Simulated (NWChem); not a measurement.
# C3H3FO; SMILES FC1=COC1

```xyz
8

F     -0.0004    -1.8567     0.0000
C      0.0526    -0.5264     0.0000
C      0.9976     0.4155     0.0000
O      0.1141     1.5122     0.0000
C     -1.0013     0.5498     0.0000
H      2.0710     0.5460     0.0000
H     -1.6092     0.6641     0.9018
H     -1.6092     0.6641    -0.9018
```
Atoms are numbered in this order, from 1.

Results from NWChem. Pople sets run with spherical d functions. The geometry was optimised at B3LYP/6-31G* (spherical d). Level: M05-2X/6-31G* with SMD (1 M gas to 1 M solution), gas-phase geometry.

What does the run give for solvent anisole? Quantities: solvation free energy (kcal/mol); cavity-dispersion-structure term (kcal/mol); dipole in solution (D).

The solvation free energy (kcal/mol) is -3.1. The cavity-dispersion-structure term (kcal/mol) is 0.0. The dipole in solution (D) is 0.57.
